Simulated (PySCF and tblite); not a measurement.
Values are calculated unless marked as measured or tabulated.
C₅H₆O₃, numbered as in [CH3:1][C:2](=[O:3])[O:4]/[CH:5]=[CH:6]/[CH:7]=[O:8].

Level: CAM-B3LYP-D3(BJ)/pcSseg-1 (IEF-PCM, methanol)//GFN2-xTB, thermal terms from GFN2-xTB, symmetry numbers and mirror pairs counted. Conformers within 2.5 kcal/mol (GFN2-xTB free energy) were kept, 6 at most. GIAO shieldings: CAM-B3LYP/pcSseg-1 (IEF-PCM, methanol). Shifts are against TMS (¹H), TMS (¹³C) at the same level. (PySCF 2.14, tblite 0.8.)

Torsions listed: O3–C2–O4–C5, C2–O4–C5–C6, C5–C6–C7–O8.

```tsv
conformer	shape	symmetry	E(GFN2) kcal/mol	E(DFT) kcal/mol
1	0°, 180°, 180°	Cs	0.00	0.00
2	0°, 180°, 0°	Cs	0.33	1.39
3	-1°, 0°, 180°	Cs	1.46	2.99
4	0°, 0°, 0°	Cs	0.59	4.17
```

Question: How much do the weights at 298.15 K and the averaged shift of C5 depend on how the conformers are weighted?

Answer: 
| weighting | 1 (%) | 2 (%) | 3 (%) | 4 (%) | δ (ppm) | rms dipole (D) |
| --- | --- | --- | --- | --- | --- | --- |
| DFT energy with thermal terms, symmetry and mirror images (full scheme) | 89 | 10 | 1 | 0 | 171.4 | 5.28 |
| DFT energy with symmetry and mirror images | 91 | 9 | 1 | 0 | 171.5 | 5.27 |
| bare DFT energy | 91 | 9 | 1 | 0 | 171.5 | 5.27 |
| GFN2-xTB energy with symmetry and mirror images | 49 | 28 | 4 | 18 | 168.8 | 5.33 |
| GFN2-xTB free energy | 49 | 33 | 5 | 14 | 168.7 | 5.42 |
| leading conformer alone | 100 | 0 | 0 | 0 | 172.3 | 5.19 |
| equal weights | 25 | 25 | 25 | 25 | 169.5 | 5.67 |
| full scheme, search stopped after three starts | 0 | 0 | 91 | 9 | 175.4 | 6.80 |

The largest departure from the full scheme, 4.0 ppm, comes with: full scheme, search stopped after three starts.


Conformer gaps in pcSseg-1 on xTB geometries can be 2 kcal/mol off for S=O, P=O and other polar bonds.